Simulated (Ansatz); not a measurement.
Cost and result for the atomization energy of BBrFH$_{3}$Si, SMILES `B[SiH](F)Br` (7 atoms, 6 bonds).

Charge 0, multiplicity 1. Correlated methods include outer-core shells of Br, which these sets cover unevenly. Scalar relativity is left out up to krypton. The geometry is a stationary point of PBE0-D4/def2-TZVP. Program: Ansatz. All runs use 2 threads of an Arm Neoverse V1 on a shared host. Times are those of one run each, without the atoms' runs, and a repeat can differ threefold. Electronic energies, without spin–orbit coupling; frozen cores. CCSD(T)/CBS adds CCSD(T) − MP2 in def2-TZVPP to the MP2 limit, and its time is that of the two runs behind it. T1 = 0.011. With those shells the extrapolation isn't a true limit. HSE06 is the plane-wave form, built on full-range PBE exchange.

CCSD(T)/CBS is a level of theory with its own doubt, some kJ/mol a heavy atom from the limit and from the frozen cores, so smaller differences don't rank the functionals.

```csv
level,functions,wall time,atomization (kcal/mol),difference from CCSD(T)/CBS,per bond
LDA (SPW92)/def2-TZVPP,194,1.5 s,621.6,71.5,11.9
PBE0-D4/def2-TZVPP,194,4.2 s,547.1,-3.0,-0.5
HSE06-D4/def2-TZVPP,194,4.6 s,547.4,-2.7,-0.5
CAM-B3LYP-D4/def2-TZVPP,194,4.9 s,549.1,-1.0,-0.2
CCSD(T)/def2-SVP,93,6 s,507.8,-42.3,-7.1
r2SCANh-D4/def2-TZVPP,194,7.5 s,550.8,0.7,0.1
PBE-QIDH/def2-TZVPP,194,7.5 s,546.0,-4.1,-0.7
ωB97X-V/def2-TZVPP,194,11 s,550.9,0.8,0.1
B97M-V/def2-TZVPP,194,14 s,552.6,2.5,0.4
ωB97M-V/def2-TZVPP (with forces),194,16 s,549.4,-0.7,-0.1
MP2/def2-QZVPP,363,23 s,556.1,6.0,1.0
CCSD(T)/def2-TZVPP,194,120 s,533.7,-16.4,-2.7
CCSD(T)/CBS(def2),–,2.3 min,550.1,0.0,0.0
```

From r2SCAN to r2SCAN0 (25 % exact exchange), in def2-TZVPP and without D4, the atomization energy moves by −9.0 kcal/mol: exact exchange takes away binding that semilocal exchange gives to molecules. In def2-TZVPP, CCSD(T) changes the Hartree–Fock value by +115.0 kcal/mol (the triples alone add +7.7 kcal/mol) and MP2 by +127.7 kcal/mol; breaking electron pairs costs correlation energy, which Hartree–Fock lacks. Leaving LDA and LC-ωPBE aside and taking each functional with its dispersion term where it has one, the values, not all of them listed here, spread over 18.9 kcal/mol, from BHLYP-D4 to PBE-D4. LDA lies +70.8 kcal/mol from PBE without D4, its usual overbinding.
